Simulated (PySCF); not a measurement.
## Assignment exercise: C₆H₉NO

Geometry:
```tsv
atom	x (Å)	y (Å)	z (Å)
C1	-0.918	1.346	1.101
C2	-0.739	0.319	0.288
C3	-1.533	0.077	-0.955
C4	0.337	-0.725	0.561
C5	-0.319	-2.000	0.799
N6	-0.868	-2.979	1.007
O7	1.241	-0.877	-0.520
C8	2.099	0.224	-0.678
H9	-0.328	1.487	1.992
H10	-1.676	2.087	0.911
H11	-2.149	-0.814	-0.830
H12	-2.176	0.924	-1.179
H13	-0.864	-0.105	-1.795
H14	0.889	-0.460	1.481
H15	2.728	0.366	0.209
H16	1.542	1.149	-0.867
H17	2.728	-0.006	-1.535
```

No solvent, a single conformation, relativity neglected, averaged over atoms made equivalent by symmetry, fast rotation or ring inversion. GIAO PBE0/pcSseg-1 shieldings; coordinates at the GFN2-xTB level; PySCF 2.14.

Shifts are taken against calculated references (same method and geometry level): TMS for 13C (186.93 ppm) and 1H (31.72 ppm).

Question: Assign these signals to the numbered atoms. 13C{1H} NMR (computed): δ 150.3, 124.7, 121.7, 75.9, 57.2, 18.9.

Answer: 
| δ (ppm) | atoms | environment | reason |
| --- | --- | --- | --- |
| 150.3 | C2 | fully substituted alkene carbon | as expected for a trigonal carbon in a double bond |
| 124.7 | C1 | terminal =CH2 carbon | an sp2 carbon of a C=C bond |
| 121.7 | C5 | nitrile carbon | C≡N carbons fall here, among the sp2 signals but without a proton |
| 75.9 | C4 | allylic sp3 CH bonded to O | the inductive effect lowers its shielding |
| 57.2 | C8 | methyl carbon bonded to O | the inductive effect lowers its shielding |
| 18.9 | C3 | allylic methyl carbon | aliphatic region, no heteroatom directly attached |

Question: Assign these signals to the numbered atoms. 1H NMR (500 MHz, computed): δ 5.51 (m, 1H), 5.37 (m, 1H), 4.20 (s, 1H), 3.37 (s, 3H), 2.08 (s, 3H).

Answer: 
| δ (ppm) | atoms | environment | reason |
| --- | --- | --- | --- |
| 5.51 | H10 | hydrogen on a terminal =CH2 carbon | a vinylic proton, deshielded by the sp2 carbon and the C=C anisotropy |
| 5.37 | H9 | hydrogen on a terminal =CH2 carbon | – |
| 4.20 | H14 | hydrogen on an allylic sp3 CH bonded to O | its carbon carries O, which withdraws density |
| 3.37 | H15/H16/H17 | hydrogen on a methyl carbon bonded to O | its carbon carries O, hence the downfield position |
| 2.08 | H11/H12/H13 | hydrogen on an allylic methyl carbon | allylic position |

Shifts are as computed. Against solution values, carbons near 30 ppm lie about +3 ppm off and those near 130 ppm about +5 ppm. Of 1211 compounds with measured shifts, 218 miss one by over three times the rms of a fit or turn the order of signals round; such compounds aren't used in these exercises. No couplings were computed; multiplicities are counted from neighbouring protons, with m where these are inequivalent, close in shift, in a saturated or five-membered ring or joined by F or P, and br s for small geminal =CH2 splittings.
